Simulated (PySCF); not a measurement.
**C6H10FNSi2: full NMR table**

| Property | Result |
| --- | --- |
| Formula | C6H10FNSi2 |
| SMILES | C=C(C)[Si@@H]1C[C@@H](C#N)[Si@@H]1F |
| InChI | InChI=1S/C6H10FNSi2/c1-5(2)9-4-6(3-8)10(9)7/h6,9-10H,1,4H2,2H3/t6-,9+,10-/m1/s1 |
| Point group of the computed structure | C1 |
| Degrees of unsaturation | 4 |
| Carbon signals | 6 |
| Proton signals | 8 |

Bonds (- single, = double, # triple, : aromatic): C1=C2, C2-C3, C2-Si4, Si4-C5, C5-C6, C6-C7, C7#N8, C6-Si9, Si9-F10, Si9-Si4. C1 carries H11, H12; C3 carries H13, H14, H15; Si4 carries H16; C5 carries H17, H18; C6 carries H19; Si9 carries H20. Stereochemistry as in C=C(C)[Si@@H]1C[C@@H](C#N)[Si@@H]1F. H17 is cis to C2 on the ring; H11 is cis to C3; H18 is trans to C2 on the ring; H12 is trans to C3.

- shielding tensors at PBE0/pcSseg-1 (GIAO)
- GFN2-xTB structure
- program: PySCF 2.14.0 with density-fitted response routines
- equivalent nuclei averaged, no solvent, relativity neglected, single conformer

Chemical shifts δ = σref − σ; ¹H (31.72 ppm) and ¹³C (186.93 ppm) and ²⁹Si (349.16 ppm) against TMS; ¹⁹F (170.95 ppm) vs CFCl3; ¹⁵N (267.73 ppm) against NH3, all at this level.

```tsv
carbon	δC, type	δH (multiplicity)	HMBC from (2–3 bonds)	span of the C tensor (ppm)
C1	138.3, CH2	H11 6.15 (br s); H12 5.78 (br s)	H16, H13/H14/H15	206
C2	149.6, C	–	H20, H11, H12, H16, H13/H14/H15, H17, H18	247
C3	27.2, CH3	2.21 (s)	H11, H12, H16	41
C5	15.5, CH2	H17 2.03 (m); H18 1.70 (m)	H20, H16, H19	40
C6	21.9, CH	2.80 (m)	H20, H16, H17, H18	30
C7	125.6, C	–	H20, H19, H17, H18	361
```

Other nuclei:
| atoms | nucleus | environment | δ (ppm) | σ (ppm) |
| --- | --- | --- | --- | --- |
| H20 | ¹H | hydrogen on a silicon bonded to C, F, Si, in a 4-membered ring | 6.17 | 25.55 |
| H16 | ¹H | hydrogen on a silicon bonded to 2 C, Si, in a 4-membered ring | 5.26 | 26.45 |
| F10 | ¹⁹F | fluorine bonded to Si | -200.3 | 371.2 |
| Si9 | ²⁹Si | silicon bonded to C, F, Si, H, in a 4-membered ring | 50.3 | 298.8 |
| Si4 | ²⁹Si | silicon bonded to 2 C, Si, H, in a 4-membered ring | -3.8 | 353.0 |
| N8 | ¹⁵N | nitrile nitrogen | 300.4 | -32.6 |

Carbon types of the structure: 2 × C, 1 × CH, 2 × CH2, 1 × CH3, leaving 2 H on heteroatoms. δC 149.6: fully substituted alkene carbon; the olefinic region. δC 138.3: terminal =CH2 carbon; the olefinic region. δC 125.6: nitrile carbon; this is the usual window of a C≡N carbon, which has no attached hydrogen. δH 6.15, 5.78: hydrogen on a terminal =CH2 carbon; attached to an sp2 carbon and in the plane of the double bond. δH 2.21: hydrogen on an allylic methyl carbon; allylic position.

Splittings by ¹⁹F in the carbon and heteronuclear signals aren't shown, as no couplings were computed. Shifts are as computed. Against solution values, carbons near 30 ppm lie about +3 ppm off and those near 130 ppm about +5 ppm. Of 1309 compounds with measured shifts, 239 miss one by over three times the rms of a fit or turn the order of signals round; such compounds aren't used in these exercises. Unscaled 19F shifts against computed CFCl3 carry errors that often reach 10 to 50 ppm. Experimental scales use liquid or dissolved standards, which lie at an offset from isolated NH3 (liquid NH3: subtract about 20 ppm). Unscaled 15N shifts of sp2 nitrogen come out 20 to 40 ppm too high even then. No couplings were computed; multiplicities are counted from neighbouring protons, with m where these are inequivalent, close in shift, in a saturated or five-membered ring or joined by F or P, and br s for small geminal =CH2 splittings.
